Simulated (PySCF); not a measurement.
CH2NO, SMILES N[C]=O, multiplicity 2.

Coordinates come from a TPSSh-D3(BJ)/def2-TZVP optimisation. The isomer is the one that the SMILES or the coordinates give; other isomers of the formula were not compared. Other conformers were not sampled.

Computed with TDA-M06-2X/def2-SVPD (PySCF 2.14.0).

Vertical excitations. Gas-phase values at a fixed geometry.

Question: Estimate the UV-visible absorptions. (Estimate from the structure and the level; the computed values follow.)

Answer: 
```
state    energy (eV)  λ (nm)      f                                                                       main pairs
-------  -----------  ------  -----  -------------------------------------------------------------------------------
root 1          3.74     332  0.005                                                               α HOMO→LUMO+1 97 %
root 2          4.19     296  0.000                                                                 β HOMO→LUMO 90 %
root 3          5.42     229  0.035                                          α HOMO−1→LUMO+1 6 %, β HOMO−1→LUMO 77 %
root 4          6.00     207  0.005                                                                 α HOMO→LUMO 91 %
root 5          6.59     188  0.004                                         α HOMO−1→LUMO+1 50 %, β HOMO→LUMO+3 42 %
root 6          7.15     173  0.012                                                               β HOMO−2→LUMO 74 %
root 7          7.22     172  0.062                                                               α HOMO→LUMO+2 84 %
root 8          7.83     158  0.059                                                               α HOMO→LUMO+3 85 %
root 9          7.92     157  0.000                       α HOMO−1→LUMO 31 %, β HOMO→LUMO+1 50 %, β HOMO−2→LUMO 10 %
root 10         7.97     156  0.003  α HOMO→LUMO+4 8 %, α HOMO−1→LUMO 6 %, α HOMO−2→LUMO+1 6 %, β HOMO−1→LUMO+3 73 %
```
Unrestricted roots are not spin-pure.
